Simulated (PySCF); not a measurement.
# Spinor energies of Tc⁺ (technetium, charge +1)

Start: [Kr] 4d6; 4d3/2 filled at m_j = +3/2; 4d5/2 filled at m_j = -3/2, -1/2, +1/2, +3/2, +5/2. Calculated with PySCF 2.14 in x2c-TZVPall-2c with one added diffuse shell each of s, p, d type (9s10p8d1f, 86 functions): generalised Hartree-Fock with the X2C-1e Hamiltonian and a Gaussian nucleus; one run each with spin-orbit coupling (SO) switched off, then screened by Boettger's factors. This is a chosen level, not necessarily the ground level.

| spinor shell | electrons | ε, spin-free (eV) | ε, screened SO (eV) | weight of nominal j (screened SO) | rms radius, screened SO (bohr) |
| --- | --- | --- | --- | --- | --- |
| 1s1/2 | 2 | -21163.6 | -21162.3 | 1.000 | 0.0394 |
| 2s1/2 | 2 | -3099.9 | -3099.5 | 1.000 | 0.162 |
| 2p1/2 | 2 | -2768.2 | -2849.8 | 1.000 | 0.141 |
| 2p3/2 | 4 | -2768.2 | -2729.9 | 1.000 | 0.145 |
| 3s1/2 | 2 | -576.17 | -576.04 | 1.000 | 0.442 |
| 3p1/2 | 2 | -464.32 | -478.52 | 1.000 | 0.439 |
| 3p3/2 | 4 | -464.32 | -457.60 | 1.000 | 0.450 |
| 3d3/2 | 4 | -283.43 | -285.92 | 0.981 | 0.433 |
| 4s1/2 | 2 | -93.419 | -93.374 | 1.000 | 1.14 |
| 4p1/2 | 2 | -60.307 | -65.080 | 0.707 | 1.27 |
| 4p3/2 | 4 | -60.307 | -57.942 | 0.854 | 1.28 |
| 4d5/2 | 5 | -17.208 | -17.800 | 0.569 | 1.87 |
| 4d3/2 | 1 | -17.208 | -14.213 | 0.770 | 2.01 |

(1) Where does 3d5/2 lie, and what is the 3d spin-orbit splitting (screened SO)?

```tsv
quantity	spin-free	screened SO
E (hartree)	-4282.51405	-4283.07120
M_J	4	4
⟨J²⟩	20.047	20.048
⟨L²⟩	6.040	6.086
⟨S²⟩	6.007	5.991
```

Each row is a mean over spinors that exchange with the open shell spreads, by up to 7.996 eV (4p3/2).

Rows whose weight is well below 1 are mixtures of j = l ± 1/2: exchange outweighs spin-orbit coupling there, and the label is only the starting occupation.

Breit and QED terms are absent; they matter most for the inner s and p1/2 levels.

Densities and radii are taken from the X2C orbitals without a picture-change correction, which distorts them close to the nucleus.

Without spin-orbit coupling the j labels of p, d and f shells carry no meaning; the spin-free column gives the mean over the occupied spinors of each nl shell.

## Answers

(1) At -281.63 eV, 4.294 eV above 3d3/2.
